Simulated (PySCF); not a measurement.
**UHF on Zn (zinc, neutral)**

Configuration: [Ar] 3d10 4s2, closed-shell 1S. Calculation: PySCF 2.14, in aug-cc-pVDZ-DK (7s6p4d2f, 59 functions); scalar relativity by spin-free X2C-1e.

```
Total energy                        : -1794.266493 hartree
One-electron energy                 : -2504.9114 hartree
Hartree (Coulomb) energy            : 781.1746 hartree
Exchange energy                     : -70.5297 hartree
⟨S²⟩                                : 0.0000
⟨L²⟩                                : 0.000
Sum of ⟨r⟩                          : 21.89 bohr
Sum of ⟨r²⟩                         : 34.40 bohr²
Langevin diamagnetic susceptibility : -27.2 ×10⁻⁶ cm³/mol
Time after the integrals            : 0.19 s of wall time on 1 thread of AMD EPYC 7R13 Processor (shared host)
```

```json
{"shell": "1s", "electrons": "2", "mean orbital energy (hartree)": "-357.54401", "rms radius, mean of both spins (bohr)": "0.0580"}
{"shell": "2s", "electrons": "2", "mean orbital energy (hartree)": "-45.32782", "rms radius, mean of both spins (bohr)": "0.244"}
{"shell": "2p", "electrons": "6", "mean orbital energy (hartree)": "-39.13622", "rms radius, mean of both spins (bohr)": "0.219"}
{"shell": "3s", "electrons": "2", "mean orbital energy (hartree)": "-5.79738", "rms radius, mean of both spins (bohr)": "0.731"}
{"shell": "3p", "electrons": "6", "mean orbital energy (hartree)": "-3.87604", "rms radius, mean of both spins (bohr)": "0.777"}
{"shell": "3d", "electrons": "10", "mean orbital energy (hartree)": "-0.76122", "rms radius, mean of both spins (bohr)": "1.01"}
{"shell": "4s", "electrons": "2", "mean orbital energy (hartree)": "-0.29859", "rms radius, mean of both spins (bohr)": "3.09"}
```

Densities and radii are taken from the X2C orbitals without a picture-change correction, which distorts them close to the nucleus.
